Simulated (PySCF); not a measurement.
**Correlation energy of Er⁵⁴⁺ (erbium, charge +54)**

[Ne] 3s2 3p2, high-spin 3P determinant. All numbers are calculated (PySCF 2.14, the non-relativistic Hamiltonian (point nucleus), in an uncontracted even-tempered set (16 s from 13 bohr⁻², ratio 2.5; 10 p from 17 bohr⁻², ratio 2.5; 4 d from 67 bohr⁻², ratio 2.7; 4 f from 100 bohr⁻², ratio 2.7)). Frozen: 1s2; 12 electrons correlated; the 17 highest virtual orbitals of each spin left out.

```
  level  correlation energy (mhartree)
   CCSD                        -545.87
    (T)                          -1.32
CCSD(T)                        -547.19
```

Diagnostics: T1 = 0.00076, D1 = 0.0033, largest double amplitude 0.082.

Task: Is a single reference adequate?

Result: Mostly. T1 lies below 0.03, but a double amplitude of this size points to a near-degeneracy that CCSD handles and MP2 describes poorly.

At this charge a non-relativistic calculation is a model, useful for the Z dependence of the correlation energy.

Spin-orbit coupling is strong in this species, so the high-spin LS determinant is a model state.
